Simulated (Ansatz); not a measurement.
Basis-set extrapolation for `[F][Al@H-]1[SH+][Al@@H-]([F])[SH+]1` (PBE0-D4/def2-TZVP geometry, frozen core, Ansatz 0.2.0). Multiplicity 1, RHF reference.

```tsv
	def2-TZVPP	def2-QZVPP
HF	-1480.531115	-1480.578053
MP2 correlation	-1.028058	-1.123007
CCSD(T) correlation	-1.116399	not run
```

Energies in hartree. Use E(X) = E(∞) + A·exp(−7.88·√X) for Hartree–Fock and E(X) = E(∞) + B·X^(−2.97) for correlation, with X = 3 and 4, and add CCSD(T) minus MP2 of the smaller set to the MP2 limit.

Q: What is the CCSD(T) energy at the basis-set limit?

A: HF limit: -1480.578053 + (-0.046938) × 0.13774 = -1480.58452. MP2 limit: -1.123007 + (-0.094949) × 0.74074 = -1.19334. Higher-order term: -1.116399 − (-1.028058) = -0.08834. Total: -1481.86620 hartree, 574.2 kJ/mol below CCSD(T)/def2-TZVPP.
